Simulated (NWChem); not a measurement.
System: SnF4, triplet; SMILES of the neutral closed-shell parent [F][Sn]([F])([F])[F]

Input file for NWChem:

```
start job
memory heap 200 mb stack 900 mb global 1100 mb
geometry units angstroms noautosym noautoz
  F     -1.153190    -1.821659    -0.843980
  Sn     0.000245     0.000509     0.000045
  F     -1.388780     1.852470     0.015317
  F      0.695861    -0.460350     2.159733
  F      1.844766     0.429555    -1.331507
end
basis spherical
  * library def2-svp
end
ecp
  Sn library def2-ecp
end
dft
  odft
  mult 3
  xc pbe0
  iterations 150
end
driver
  maxiter 120
end
task dft optimize
dft
  grid fine
  convergence energy 1d-8 density 1d-7
end
task dft freq numerical
```

The spin multiplicity was typed, not searched, and may not be the lowest. def2 effective core potentials on Sn; no spin-orbit coupling.

The level has its own optimisation; frequencies are unscaled.

### Question
What results follow from this input? (PBE0/def2-SVP with def2 effective core potentials on Sn, spin-unrestricted.) Quantities: highest harmonic frequency (cm⁻¹); lowest (cm⁻¹); zero-point energy (kcal/mol).

### Answer
```
Item                               Value
---------------------------------  -----
highest harmonic frequency (cm⁻¹)    637
lowest (cm⁻¹)                         46
zero-point energy (kcal/mol)         4.1
```
